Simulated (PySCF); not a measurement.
NMR data simulated for an unnamed compound:

¹H NMR (400 MHz, computed): δ 2.50 (s, 9H).

¹³C{¹H} NMR (computed): δ 48.6 (CH3).

PySCF calculation with structure optimised with PBE0-D3(BJ)/def2-TZVP and σ from GIAO-B97-2/pcSseg-2; equivalent nuclei averaged, no relativistic terms, no solvent model, one conformer.

Shifts are taken against calculated references (same method and geometry level): ¹H, ¹³C against TMS.

**Question.** Which of these does the molecule contain: an ester, an N-methyl group, a CH3CH2 unit, a benzene ring?

**Answer.** 
- An ester: no.
- An N-methyl group: yes (δC 48.6; δH 2.50 (s)).
- A CH3CH2 unit: no.
- A benzene ring: no.

The data belong to Trimethylamine Trifluoroborane (C[N+](C)(C)[B-](F)(F)F, C3H9BF3N); they needn't prove each group on their own.

Carbon signals by region: 1 below 50 ppm.

Splittings by ¹⁹F in the carbon and heteronuclear signals aren't shown, as no couplings were computed. Shifts are as computed. Against solution values, carbons near 30 ppm lie about +3 ppm off and those near 130 ppm about +7 ppm. Of 1309 compounds with measured shifts, 239 miss one by over three times the rms of a fit or turn the order of signals round; such compounds aren't used in these exercises.
